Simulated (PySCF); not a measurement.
CH3Cd (SMILES [CH3][Cd+]), charge +1, singlet, geometry from GFN2-xTB (such geometries of metal compounds can be far from the true shape) (core potentials on Cd); WB97X/def2-SVP (PySCF).

Input for PySCF:
```python
from pyscf import gto, scf, dft

mol = gto.Mole()
mol.atom = '''
    Cd   -0.24990741   -0.15685804   -0.19594938
    C     1.26333355    0.79294976    0.99056455
    H     1.79956127   -0.02050473    1.49205259
    H     0.72593198    1.44551340    1.68777248
    H     1.89006125    1.34647864    0.28235779
'''
mol.basis = 'def2-svp'
mol.ecp = {'Cd': 'def2-svp'}
mol.charge = 1
mol.verbose = 4
mol.build()

mf = dft.RKS(mol)
mf.xc = 'wb97x'
mf.kernel()
```

Task: Predict the main parts of the log of this PySCF run.

Result: 
```
PySCF version 2.14.0

[INPUT] verbose = 4
[INPUT] num. atoms = 5
[INPUT] num. electrons = 28
[INPUT] charge = 1
[INPUT] spin (= nelec alpha-beta = 2S) = 0
[INPUT] symmetry False subgroup None
[INPUT] Mole.unit = angstrom
[INPUT] Symbol           X                Y                Z      unit          X                Y                Z       unit  Magmom
[INPUT]  1 Cd    -0.249907410000  -0.156858040000  -0.195949380000 AA   -0.472256561399  -0.296418736036  -0.370290662478 Bohr   0.0
[INPUT]  2 C      1.263333550000   0.792949760000   0.990564550000 AA    2.387354413475   1.498457876940   1.871895708203 Bohr   0.0
[INPUT]  3 H      1.799561270000  -0.020504730000   1.492052590000 AA    3.400677944674  -0.038748323958   2.819570758548 Bohr   0.0
[INPUT]  4 H      0.725931980000   1.445513400000   1.687772480000 AA    1.371812627263   2.731624435389   3.189427747778 Bohr   0.0
[INPUT]  5 H      1.890061250000   1.346478640000   0.282357790000 AA    3.571698121153   2.544475862177   0.533578892237 Bohr   0.0

nuclear repulsion = 51.1118528959537
number of shells = 26
number of NR pGTOs = 102
number of NR cGTOs = 60
basis = def2-svp
ecp = {'Cd': 'def2-svp'}

******** <class 'pyscf.dft.rks.RKS'> ********
method = RKS
initial guess = minao
damping factor = 0
level_shift factor = 0
DIIS = <class 'pyscf.scf.diis.CDIIS'>
diis_start_cycle = 1
diis_space = 8
diis_damp = 0
SCF conv_tol = 1e-09
SCF conv_tol_grad = None
SCF max_cycles = 50
direct_scf = True
direct_scf_tol = 1e-13
XC library pyscf.dft.libxc version 7.1.2
    S. Lehtola, C. Steigemann, M. J. T. Oliveira, and M. A. L. Marques,  SoftwareX 7, 1–5 (2018)
XC functionals = wb97x
    J.-D. Chai and M. Head-Gordon,  J. Chem. Phys. 128, 084106 (2008)
radial grids:
    Treutler-Ahlrichs [JCP 102, 346 (1995); DOI:10.1063/1.469408] (M4) radial grids

becke partition: Becke, JCP 88, 2547 (1988); DOI:10.1063/1.454033
pruning grids: <function nwchem_prune>
grids dens level: 3
symmetrized grids: False
atomic radii adjust function: <function treutler_atomic_radii_adjust>
small_rho_cutoff = 0
Set gradient conv threshold to 3.16228e-05
Initial guess from minao.
tot grids = 65936
init E= -193.337912322421
  HOMO = -0.805227942851438  LUMO = -0.622887542159326  gap/eV = 4.96174
cycle= 1 E= -206.699999144745  delta_E= -13.4  |g|= 1.51  |ddm|= 3.73
  HOMO = -0.402330248165805  LUMO = -0.21669227612408  gap/eV = 5.05147
cycle= 2 E= -206.73052038855  delta_E= -0.0305  |g|= 1.79  |ddm|= 3.95
  HOMO = -0.569795226686663  LUMO = -0.262212406075021  gap/eV = 8.36975
cycle= 3 E= -207.30883796036  delta_E= -0.578  |g|= 0.0817  |ddm|= 1.43
  HOMO = -0.606875218094578  LUMO = -0.265683659010524  gap/eV = 9.28430
cycle= 4 E= -207.311876526094  delta_E= -0.00304  |g|= 0.0682  |ddm|= 0.195
  HOMO = -0.599877813042438  LUMO = -0.260321584595673  gap/eV = 9.23980
cycle= 5 E= -207.313022800019  delta_E= -0.00115  |g|= 0.0131  |ddm|= 0.0552
  HOMO = -0.599993869024807  LUMO = -0.260352144527712  gap/eV = 9.24212
cycle= 6 E= -207.313257649424  delta_E= -0.000235  |g|= 0.00626  |ddm|= 0.0515
  HOMO = -0.599534709968962  LUMO = -0.26033047703771  gap/eV = 9.23022
cycle= 7 E= -207.313284615999  delta_E= -2.7e-05  |g|= 0.000921  |ddm|= 0.019
  HOMO = -0.599367844341039  LUMO = -0.260192275003075  gap/eV = 9.22944
cycle= 8 E= -207.313285110253  delta_E= -4.94e-07  |g|= 0.000223  |ddm|= 0.00185
  HOMO = -0.59937699566853  LUMO = -0.260196382932774  gap/eV = 9.22957
cycle= 9 E= -207.313285133587  delta_E= -2.33e-08  |g|= 4.79e-05  |ddm|= 0.000504
  HOMO = -0.599377759350959  LUMO = -0.260194903305276  gap/eV = 9.22964
cycle= 10 E= -207.313285134757  delta_E= -1.17e-09  |g|= 6.22e-06  |ddm|= 0.000103
  HOMO = -0.599377456931858  LUMO = -0.260195049090274  gap/eV = 9.22962
cycle= 11 E= -207.3132851348  delta_E= -4.3e-11  |g|= 1.04e-06  |ddm|= 3.69e-05
  HOMO = -0.599377488348809  LUMO = -0.260195094059748  gap/eV = 9.22962
Extra cycle  E= -207.313285134801  delta_E= -7.39e-13  |g|= 3.74e-07  |ddm|= 4.9e-06
converged SCF energy = -207.313285134801
```
